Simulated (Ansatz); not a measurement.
`CC[SiH]([SiH3])Cl`, charge 0, multiplicity 1.

(1) Give a relaxed structure at PBE0-D4/def2-TZVP (Ansatz 0.2.0). (Best estimate.)

## Answers

(1) Ansatz gave: 
Z-matrix (Å, degrees):
```
C
C 1 1.525
H 1 1.093 2 111.2
H 1 1.093 2 111.4 3 120.1
H 1 1.092 2 111.2 3 -120.1
Si 2 1.871 1 114.1 3 -179.8
H 2 1.095 1 110.7 3 58.0
H 2 1.097 1 110.7 3 -59.4
Cl 6 2.074 2 109.0 1 -58.7
Si 6 2.340 2 113.0 1 -177.8
H 6 1.489 2 110.0 1 57.4
H 10 1.490 6 110.1 2 -60.6
H 10 1.486 6 110.4 2 179.0
H 10 1.488 6 109.5 2 58.8
```
This is one stationary point; other conformers may exist.
